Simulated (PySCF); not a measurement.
CdFI. Atoms are numbered in the order given.

```xyz
3

Cd     0.0000     0.0000    -1.0735
F      0.0000     0.0000    -3.0116
I      0.0000     0.0000     1.4836
```

The structure is a stationary point at r2SCAN-D4/def2-TZVP. The def2 effective core potentials stand for the cores of Cd, I; spin–orbit coupling is left out.

Method: TDDFT-LC-ωPBE/def2-SVPD in PySCF.

Vertical excitations; the highest root listed may be one member of a degenerate set. Isolated molecule, no solvent. State labels are in the subgroup C2v.

| state | symmetry | energy (eV) | λ (nm) | f | main pairs |
|---|---|---|---|---|---|
| S1 | B1 | 5.06 | 245 | 0.018 | HOMO−1→LUMO (degenerate set) |
| S2 | B2 | 5.06 | 245 | 0.018 | HOMO→LUMO (degenerate set) |
| S3 | A1 | 6.72 | 184 | 0.055 | HOMO−2→LUMO 52 %, HOMO−1→LUMO+1 22 %, HOMO→LUMO+2 22 % |
| S4 | A1 | 6.86 | 181 | 0.000 | HOMO−1→LUMO+1, HOMO→LUMO+2 (degenerate set) |
| S5 | A2 | 6.86 | 181 | 0.000 | HOMO→LUMO+1, HOMO−1→LUMO+2 (degenerate set) |
| S6 | A2 | 6.86 | 181 | 0.000 | HOMO−1→LUMO+2 47 %, HOMO→LUMO+1 47 % |
| S7 | B1 | 7.01 | 177 | 0.024 | HOMO−4→LUMO (degenerate set) |
| S8 | B2 | 7.01 | 177 | 0.024 | HOMO−3→LUMO (degenerate set) |
| S9 | A1 | 8.06 | 154 | 0.069 | HOMO−5→LUMO 68 % |
| S10 | A1 | 8.14 | 152 | 1.272 | HOMO−2→LUMO 36 %, HOMO−1→LUMO+1 19 %, HOMO→LUMO+2 19 %, HOMO−5→LUMO 11 % |
| T1 | B2 | 4.66 | 266 | 0 | HOMO→LUMO (degenerate set) |
| T2 | B1 | 4.66 | 266 | 0 | HOMO−1→LUMO (degenerate set) |
| T3 | A1 | 5.66 | 219 | 0 | HOMO−2→LUMO 85 % |
| T4 | A1 | 6.48 | 191 | 0 | HOMO→LUMO+2 41 %, HOMO−1→LUMO+1 41 %, HOMO−2→LUMO 8 % |
Triplets are in the Tamm–Dancoff approximation, which puts them higher than full response would, so one can lie above its singlet here.
